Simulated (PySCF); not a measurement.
BaF, SMILES [F][Ba+], charge +1.

Coordinates come from a PBE0-D3(BJ)/def2-TZVPD optimisation. The spin state was assumed, not searched. The def2 effective core potentials stand for the cores of Ba; spin–orbit coupling is left out.

The numbers are results of TDA-PBE0/def2-TZVPD (PySCF 2.14.0), not measurements.

Vertical excitations; the highest root listed may be one member of a degenerate set. The molecule is in vacuum. State labels are in the subgroup C2v.

Computed UV-visible absorptions:
```csv
state,symmetry,energy (eV),λ (nm),f,main pairs
S1,A1,7.00,177,0.006,HOMO→LUMO 99 %
S2,B2,7.36,169,0.003,HOMO−1→LUMO (degenerate set)
S3,B1,7.36,169,0.003,HOMO−2→LUMO (degenerate set)
S4,A1,7.55,164,0.000,HOMO→LUMO+1 (degenerate set)
S5,A2,7.55,164,0.000,HOMO→LUMO+2 (degenerate set)
S6,B2,7.90,157,0.000,"HOMO−1→LUMO+1, HOMO−2→LUMO+2 (degenerate set)"
S7,B1,7.90,157,0.000,"HOMO−2→LUMO+1, HOMO−1→LUMO+2 (degenerate set)"
S8,B1,7.95,156,0.001,"HOMO−1→LUMO+2, HOMO−2→LUMO+1 (degenerate set)"
S9,B2,7.95,156,0.001,"HOMO−2→LUMO+2, HOMO−1→LUMO+1 (degenerate set)"
S10,B1,8.21,151,0.008,HOMO→LUMO+3 94 %
T1,A1,6.94,179,0,HOMO→LUMO 99 %
T2,B1,7.31,170,0,HOMO−2→LUMO (degenerate set)
T3,B2,7.31,170,0,HOMO−1→LUMO (degenerate set)
T4,A2,7.46,166,0,HOMO→LUMO+2 99 %
```
Triplets are in the Tamm–Dancoff approximation.
